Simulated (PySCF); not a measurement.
**Electron correlation in Hg⁺ (mercury, charge +1)**

[Xe] 4f14 5d10 6s1, 2S determinant. Computed with PySCF 2.14 in def2-SVP with the def2 core potential (60 electrons) (6s3p2d1f, 32 functions), with scalar relativity through the core potential. Frozen: 5s2 5p6; 11 electrons correlated.

MP2 pair energies summed by pair of shells (mhartree):

```tsv
pair	energy	share (%)
5d-5d	-199.98	82.1
5d-6s	-43.73	17.9
```

Total MP2 correlation energy: -243.71 mhartree.

Same-spin part -88.95 and opposite-spin part -154.76 mhartree; SCS-MP2 scales them by 1/3 and 6/5 to -215.36 mhartree.

```csv
level,correlation energy (mhartree)
CCSD,-232.61
(T),-2.26
CCSD(T),-234.87
```

Diagnostics: T1 = 0.0091, D1 = 0.0310, largest double amplitude 0.024.

Cost of the coupled-cluster step: 0.34 s of wall time on 1 thread of Intel(R) Xeon(R) Platinum 8559C (shared host), for 11 correlated electrons.

Iterations:

```
CC2 = 0
CCSD nocc = (np.int64(6), np.int64(5)), nmo = (28, 28)
frozen orbitals [[0, 1, 2, 3], [0, 1, 2, 3]]
max_cycle = 100
direct = 0
conv_tol = 1e-08
conv_tol_normt = 1e-06
diis_space = 8
diis_start_cycle = 0
Init t2, MP2 energy = -0.243710658508931
Init E_corr(UCCSD) = -0.243710658515064
cycle = 1  E_corr(UCCSD) = -0.229219575625031  dE = 0.0144910829  norm(t1,t2) = 0.0408492
cycle = 2  E_corr(UCCSD) = -0.232291257365345  dE = -0.00307168174  norm(t1,t2) = 0.00897687
cycle = 3  E_corr(UCCSD) = -0.23248697926713  dE = -0.000195721902  norm(t1,t2) = 0.00328813
cycle = 4  E_corr(UCCSD) = -0.232613399751441  dE = -0.000126420484  norm(t1,t2) = 0.000536831
cycle = 5  E_corr(UCCSD) = -0.23261019810987  dE = 3.20164157e-06  norm(t1,t2) = 6.91755e-05
cycle = 6  E_corr(UCCSD) = -0.232607920995948  dE = 2.27711392e-06  norm(t1,t2) = 8.78059e-06
cycle = 7  E_corr(UCCSD) = -0.232608037742991  dE = -1.16747043e-07  norm(t1,t2) = 1.34148e-06
cycle = 8  E_corr(UCCSD) = -0.232608038760406  dE = -1.01741504e-09  norm(t1,t2) = 1.37561e-07
UCCSD converged
E(UCCSD) = -152.4702682183324  E_corr = -0.2326080387604063
UCCSD(T) correction = -0.00226279461708491
```
